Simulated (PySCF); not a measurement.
C₃H₆GeO. Atoms are numbered in the order given.

```xyz
11

C      2.0395     0.3280    -0.2290
Ge     0.2346     0.0524     0.4558
C     -1.3015     0.9357    -0.3250
C     -1.5890    -0.2546    -0.9027
O     -0.6922    -1.2310    -0.5948
H      2.5103     1.1842     0.2788
H      1.9934     0.5299    -1.3082
H      2.6536    -0.5671    -0.0485
H      0.2224    -0.3776     1.9387
H     -1.8267     1.8859    -0.3801
H     -2.4173    -0.5378    -1.5669
```

Coordinates come from a B3LYP-D3(BJ)/def2-SVP optimisation. The structure was generated by enumeration; whether it is a known compound was not checked.

These are PBE/pcSseg-1 in PySCF values and carry that method's errors.

GIAO shieldings, no solvent; atoms alike by connectivity are averaged. δ = σ(ref) − σ: ¹³C against TMS (σ = 182.0 ppm); ⁷³Ge against GeH4 (σ = 1614.4 ppm); ¹⁷O against H2O (σ = 334.3 ppm); ¹H against TMS (σ = 31.49 ppm), references at their B3LYP-D3(BJ)/def2-TZVP geometries, non-relativistic.

```csv
nucleus,atoms,count,δ (ppm)
¹³C,C4,1,177.0
¹³C,C3,1,102.3
¹³C,C1,1,7.9
⁷³Ge,Ge2,1,496.5
¹⁷O,O5,1,201.0
¹H,H11,1,7.67
¹H,H9,1,6.94
¹H,H10,1,5.18
¹H,"H6, H7, H8",3,1.28
```
